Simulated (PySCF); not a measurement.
H3IOSiZn, SMILES [SiH3][O][Zn][I].

Geometry: r2SCAN-D4/def2-SVP. The structure was generated by enumeration; whether it is a known compound was not checked. The def2 effective core potentials stand for the cores of I; spin–orbit coupling is left out. One conformer was computed; it need not be the lowest.

Method: TDA-CAM-B3LYP/def2-SVPD run with PySCF.

Vertical excitations. The molecule is in vacuum. State labels are in the subgroup Cs.

```csv
state,symmetry,energy (eV),λ (nm),f,main pairs
S1,A",5.11,243,0.017,HOMO→LUMO 96 %
S2,A',5.14,241,0.022,HOMO−1→LUMO 96 %
S3,A",5.92,209,0.018,HOMO−2→LUMO 89 %
S4,A',6.16,201,0.039,HOMO−3→LUMO 86 %
S5,A",6.40,194,0.000,HOMO→LUMO+1 87 %
S6,A',6.46,192,0.001,"HOMO−1→LUMO+1 52 %, HOMO→LUMO+2 44 %"
S7,A",6.48,191,0.000,HOMO−1→LUMO+2 89 %
S8,A',6.68,185,0.003,"HOMO−4→LUMO 37 %, HOMO→LUMO+2 32 %, HOMO−1→LUMO+1 25 %"
S9,A",7.23,171,0.007,HOMO−2→LUMO+1 90 %
S10,A',7.39,168,0.023,"HOMO−2→LUMO+2 55 %, HOMO−3→LUMO+1 35 %"
T1,A",4.75,261,0,HOMO→LUMO 94 %
T2,A',4.77,260,0,HOMO−1→LUMO 94 %
T3,A",5.57,222,0,HOMO−2→LUMO 85 %
T4,A',5.69,218,0,HOMO−3→LUMO 80 %
```
Triplets are in the Tamm–Dancoff approximation.
